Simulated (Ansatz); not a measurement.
Basis-set extrapolation for CH₈FNO₂Si₂, SMILES `C[SiH](F)N[SiH](O)O` (PBE0-D4/def2-TZVP geometry, frozen core, the Gaussian-basis code of Ansatz). Multiplicity 1, RHF reference.

```tsv
	def2-TZVPP	def2-QZVPP
HF	-924.459059	-924.495200
MP2 correlation	-1.354044	-1.464003
CCSD(T) correlation	-1.444277	not run
```

Energies in hartree. Use E(X) = E(∞) + A·exp(−7.88·√X) for Hartree–Fock and E(X) = E(∞) + B·X^(−2.97) for correlation, with X = 3 and 4, and add CCSD(T) minus MP2 of the smaller set to the MP2 limit.

**Question.** What is the CCSD(T) energy at the basis-set limit?

**Answer.** HF limit: -924.495200 + (-0.036141) × 0.13774 = -924.50018. MP2 limit: -1.464003 + (-0.109959) × 0.74074 = -1.54545. Higher-order term: -1.444277 − (-1.354044) = -0.09023. Total: -926.13586 hartree, 610.5 kJ/mol below CCSD(T)/def2-TZVPP.
